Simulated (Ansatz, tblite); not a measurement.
Removing and adding an electron: Be4Te4 (the lowest singlet isomer of a short search). The state is a singlet with charge 0. Geometry: B3LYP-D4/def2-SVP. Ansatz, gas phase; energy differences of separate SCF runs; the oxidised species was run as a doublet alone; the reduced species was run as a doublet alone.

Cartesian coordinates in Å:
```
Be 1.352 0.725 0.178
Be -0.332 -0.109 -1.505
Be -1.111 0.799 0.716
Be 0.091 -1.416 0.611
Te 0.522 0.171 2.368
Te 1.749 -1.257 -1.127
Te -2.128 -1.142 -0.280
Te -0.143 2.228 -0.961
```

In the def2 sets Te takes a core potential; there is no spin–orbit coupling. The xTB rows come from tblite. Correlated methods freeze 16 core orbitals; core or outer-core shells of Te are correlated, in sets that lack core-valence functions. HOMO above LUMO, or a gap near zero within one spin, warns that the state may not be the lowest or that an electron is smeared out. The structure comes from a short search, and lower isomers may exist.

**Question.** Estimate orbital energies and vertical ionisation energies and electron affinities at: GFN1-xTB; GFN2-xTB; PBE-D4/def2-TZVP; PBE-D4/def2-TZVPD; PBE0-D4/def2-TZVP; PBE0-D4/def2-TZVPD; PBE-QIDH/def2-TZVP; PBE-QIDH/def2-TZVPD.

**Answer.** 
```
              level  −HOMO (eV)  vertical IE (eV)  −LUMO (eV)  vertical EA (eV)  HOMO–LUMO gap (eV)  IE − EA (eV)                                     remarks
           GFN1-xTB        9.30             11.73        7.48              4.89                1.82          6.84                                           –
           GFN2-xTB        7.07             10.13        4.60              1.34                2.46          8.79                                           –
   PBE-D4/def2-TZVP        5.83              7.93        3.89                 –                1.93             –  gap within one spin near zero (+1 doublet)
  PBE-D4/def2-TZVPD        5.83                 –        3.90              2.10                1.93             –                                           –
  PBE0-D4/def2-TZVP        6.76              8.24        3.25                 –                3.51             –                                           –
 PBE0-D4/def2-TZVPD        6.76                 –        3.25              2.05                3.51             –                                           –
 PBE-QIDH/def2-TZVP           –              8.54           –                 –                   –             –                                           –
PBE-QIDH/def2-TZVPD           –                 –           –              2.02                   –             –                                           –
```

   Raw xTB energy differences between charge states are shifted by several eV; the methods need an empirical correction for them.
